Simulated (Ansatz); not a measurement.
Al₂O₆H₆⁻, relaxed as a doublet with UKS r2SCAN-D4/def2-SVPD in Ansatz, starting from the r2SCAN-D4/def2-SVP geometry of the neutral singlet. Force threshold 0.02 eV/Å.

The structure holds one bond between oxygen atoms, so isomers without such links may lie far lower. In the doublet geometry the species has come apart into loosely held pieces. The structure comes from a short search, and lower isomers may exist.

Start:

```xyz
14

Al   -0.9849    0.6237    0.1450
Al    1.1146   -1.2569   -0.0958
O     1.0670   -2.3863   -1.3791
O    -2.4298    0.7481   -0.7410
O    -0.4769    1.7068    1.3883
O     1.6355    1.5554   -0.2490
O    -0.6753   -1.1505    0.4700
O     0.7069    0.5038   -0.6201
H     1.1764    1.8823    0.5650
H    -0.9954    2.2073    2.0206
H    -2.8265    1.5458   -1.0958
H    -1.3161   -1.8536    0.3045
H     1.8182   -2.8344   -1.7733
H     2.1864   -1.2915    1.0607
```

```
         step  energy (eV)  largest force component (eV/Å)  SCF passes
            1  -25560.7277                           1.165          27
            2  -25560.8334                           1.748          44
            3  -25561.4349                           4.378          41
            4  -25562.0288                           3.721          34
            5  -25563.3047                           2.320          31
            6  -25563.6005                           0.726          32
            7  -25563.6909                           1.297          38
            8  -25563.7429                           0.599          32
            9  -25563.7818                           0.259          31
10 (rejected)  -25563.7607                           1.604          36
           11  -25563.7989                           0.106          31
           14  -25563.8215                           0.347          36
           17  -25563.8294                           0.027          39
           20  -25563.8364                           0.422          50
           23  -25563.8787                           0.294          50
26 (rejected)  -25563.8978                           0.513          43
           29  -25563.9385                           0.765          44
           32  -25564.0079                           0.333          44
           35  -25564.0242                           0.071          35
           38  -25564.0281                           0.317          44
           41  -25564.0300                           0.007          44
           44  -25564.0312                           0.037          40
           45  -25564.0313                           0.013          41
```

Force components are those of the run's own axes.

End:

```xyz
14

Al   -0.5016    0.6328   -0.2363
Al    0.9921   -1.5036   -0.7126
O     0.1591   -2.9000   -1.4228
O    -2.2155    0.7473   -0.6347
O    -0.2302    2.0694    0.7781
O     1.5378    3.3578    2.2668
O    -0.1367   -0.9498    0.7354
O     0.6898    0.0912   -1.3821
H     0.9189    2.8216    1.6745
H    -1.0286    2.6011    0.8638
H    -2.5411    0.1567   -1.3183
H    -0.7995   -1.5095    1.1485
H     0.6805   -3.6998   -1.5228
H     2.4750   -1.9151   -0.2376
```

Bonds lost: O6–O8 (atoms count from 1). The end holds 2 separate pieces.

The force fell under the threshold at step 41, but the optimiser went on. No frequencies were taken in this run, so the end may be a saddle point.

Run time 18 min (4 threads of Intel Xeon Platinum 8259CL on a shared host), peak host memory 1.1 GiB.
